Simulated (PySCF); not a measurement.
## Basis-set dependence of population analyses: `B/C(F)=C/OC`

Compound: C₃H₆BFO.
Structure used (PBE0-D3(BJ)/def2-SVP), in Å, numbered top down from 1:
```xyz
12
C3H6BFO angstrom
B      2.481    0.160   -0.512
C      1.304   -0.538    0.134
F      1.446   -1.676    0.833
C      0.048   -0.020    0.029
O     -1.018   -0.587    0.564
C     -2.249    0.086    0.418
H      2.268    1.178   -1.128
H      3.600   -0.281   -0.419
H     -0.091    0.909   -0.535
H     -3.034   -0.601    0.755
H     -2.435    0.357   -0.635
H     -2.277    0.997    1.040
```

PBE0 throughout (PySCF), one geometry, spherical d and f functions. One conformer (not necessarily the lowest) at the PBE0-D3(BJ)/def2-SVP geometry, without solvent, vibrations or thermal averaging. Atoms taken as equivalent share a column and are averaged. The first 7 of 9 kinds of atom are listed.

Mulliken charges (e):

| basis | functions | B1 | C2 | F3 | C4 | O5 | C6 | H7/H8 |
| --- | --- | --- | --- | --- | --- | --- | --- | --- |
| STO-3G | 36 | +0.093 | -0.039 | -0.084 | +0.023 | -0.160 | -0.124 | -0.056 |
| 6-31G | 66 | +0.058 | +0.216 | -0.340 | +0.090 | -0.488 | -0.254 | -0.033 |
| pcSseg-0 | 66 | +0.153 | -0.009 | -0.365 | +0.170 | -0.633 | -0.325 | +0.011 |
| 6-31G* | 96 | -0.092 | +0.310 | -0.335 | +0.061 | -0.412 | -0.292 | -0.009 |
| cc-pVDZ | 114 | -0.080 | +0.149 | -0.197 | +0.125 | -0.226 | +0.048 | -0.028 |
| def2-SVP | 114 | -0.072 | +0.208 | -0.233 | +0.097 | -0.292 | +0.100 | -0.026 |
| aug-cc-pVDZ | 192 | -1.250 | +0.730 | -0.566 | +0.991 | -0.656 | +0.716 | +0.529 |
| 6-311+G(2d,p) | 198 | -0.157 | +0.262 | -0.313 | +0.122 | -0.272 | -0.258 | +0.001 |
| def2-TZVP | 222 | -0.182 | +0.196 | -0.193 | +0.010 | -0.175 | -0.233 | +0.010 |
| cc-pVTZ | 264 | -0.183 | +0.154 | -0.178 | +0.047 | -0.143 | -0.117 | +0.008 |
| IGLO-III | 270 | +0.119 | +0.064 | -0.243 | +0.113 | -0.215 | -0.223 | -0.057 |

IAO charges (e):

```
        basis  functions      B1      C2      F3      C4      O5      C6   H7/H8
       STO-3G         36  -0.002  -0.053  -0.096  -0.011  -0.136  -0.257  -0.006
        6-31G         66  -0.068  +0.087  -0.253  +0.061  -0.258  -0.246  +0.016
     pcSseg-0         66  -0.081  +0.080  -0.240  +0.068  -0.255  -0.226  +0.015
       6-31G*         96  -0.058  +0.098  -0.264  +0.092  -0.275  -0.207  +0.007
      cc-pVDZ        114  -0.079  +0.103  -0.265  +0.090  -0.271  -0.206  +0.013
     def2-SVP        114  -0.069  +0.102  -0.264  +0.091  -0.269  -0.196  +0.009
  aug-cc-pVDZ        192  -0.074  +0.108  -0.280  +0.093  -0.283  -0.213  +0.015
6-311+G(2d,p)        198  -0.071  +0.106  -0.281  +0.094  -0.285  -0.215  +0.015
    def2-TZVP        222  -0.073  +0.109  -0.280  +0.095  -0.285  -0.212  +0.014
      cc-pVTZ        264  -0.075  +0.108  -0.277  +0.094  -0.283  -0.214  +0.014
     IGLO-III        270  -0.073  +0.108  -0.281  +0.094  -0.285  -0.215  +0.015
```

Hirshfeld charges (e):

```
        basis  functions      B1      C2      F3      C4      O5      C6   H7/H8
       STO-3G         36  +0.086  -0.037  -0.045  +0.042  -0.064  +0.054  -0.078
        6-31G         66  +0.073  -0.018  -0.104  +0.049  -0.101  -0.003  -0.060
     pcSseg-0         66  +0.070  -0.024  -0.096  +0.049  -0.077  -0.010  -0.063
       6-31G*         96  +0.070  -0.022  -0.096  +0.050  -0.088  -0.006  -0.062
      cc-pVDZ        114  +0.066  -0.034  -0.084  +0.047  -0.065  -0.019  -0.063
     def2-SVP        114  +0.070  -0.030  -0.092  +0.050  -0.072  -0.020  -0.063
  aug-cc-pVDZ        192  +0.077  -0.033  -0.099  +0.048  -0.086  -0.026  -0.059
6-311+G(2d,p)        198  +0.081  -0.035  -0.101  +0.048  -0.089  -0.018  -0.059
    def2-TZVP        222  +0.075  -0.032  -0.099  +0.049  -0.084  -0.023  -0.060
      cc-pVTZ        264  +0.072  -0.031  -0.095  +0.049  -0.079  -0.025  -0.061
     IGLO-III        270  +0.076  -0.032  -0.100  +0.047  -0.086  -0.027  -0.058
```

ESP-fitted charges (e):

```csv
basis,functions,B1,C2,F3,C4,O5,C6,H7/H8
STO-3G,36,+0.063,+0.076,-0.115,+0.023,-0.070,-0.297,-0.090
6-31G,66,+0.023,+0.202,-0.242,+0.026,-0.215,-0.185,-0.066
pcSseg-0,66,+0.043,+0.173,-0.243,+0.017,-0.186,-0.278,-0.069
6-31G*,96,+0.048,+0.116,-0.170,-0.032,-0.116,-0.246,-0.072
cc-pVDZ,114,+0.003,+0.139,-0.178,-0.064,-0.086,-0.221,-0.056
def2-SVP,114,+0.006,+0.158,-0.198,-0.038,-0.118,-0.199,-0.058
aug-cc-pVDZ,192,+0.008,+0.186,-0.209,-0.095,-0.068,-0.276,-0.057
"6-311+G(2d,p)",198,+0.003,+0.182,-0.207,-0.101,-0.067,-0.299,-0.054
def2-TZVP,222,+0.011,+0.171,-0.200,-0.088,-0.067,-0.283,-0.058
cc-pVTZ,264,+0.019,+0.148,-0.188,-0.077,-0.066,-0.279,-0.060
IGLO-III,270,+0.021,+0.163,-0.202,-0.080,-0.075,-0.275,-0.060
```

Some averages cover members that differ in this geometry, most widely: H7/H8, Mulliken in aug-cc-pVDZ +0.454 to +0.603; H7/H8, ESP-fitted in pcSseg-0 -0.094 to -0.044; H7/H8, ESP-fitted in aug-cc-pVDZ -0.082 to -0.032; H7/H8, ESP-fitted in 6-311+G(2d,p) -0.078 to -0.029 e.

Q: Which scheme is steadiest as the basis changes?

A: Largest range over the bases for any column: Hirshfeld 0.08 e, ESP-fitted 0.15 e, IAO 0.18 e, Mulliken 1.40 e. Hirshfeld charges move least and Mulliken charges most, counted in e. Without the minimal STO-3G basis the ranges are Hirshfeld 0.04, ESP-fitted 0.15, IAO 0.05, Mulliken 1.40 e.

Q: How much do the charges still move between the two largest bases, cc-pVTZ and IGLO-III?

A: At most, over all atoms: Mulliken 0.302 e, IAO 0.004 e, Hirshfeld 0.007 e, ESP-fitted 0.015 e.

Q: What do the same runs give for the total energy, the frontier levels and the dipole moment?

A: 
```csv
basis,energy (Eh),HOMO (eV),LUMO (eV),μ (D)
STO-3G,-313.2560,-3.68,1.32,3.76
6-31G,-317.3372,-6.80,-1.54,4.64
pcSseg-0,-316.6952,-6.98,-1.79,4.83
6-31G*,-317.4236,-6.68,-1.36,4.21
cc-pVDZ,-317.4480,-6.81,-1.54,4.22
def2-SVP,-317.1932,-6.90,-1.62,4.32
aug-cc-pVDZ,-317.4729,-7.04,-1.71,4.18
"6-311+G(2d,p)",-317.5304,-7.06,-1.72,4.23
def2-TZVP,-317.5595,-7.02,-1.68,4.19
cc-pVTZ,-317.5470,-6.98,-1.65,4.17
IGLO-III,-317.5655,-7.04,-1.71,4.20
```

The dipole is fixed by the density alone, so its range of 1.07 D shows that the density itself changes with the basis, not only its division among atoms.
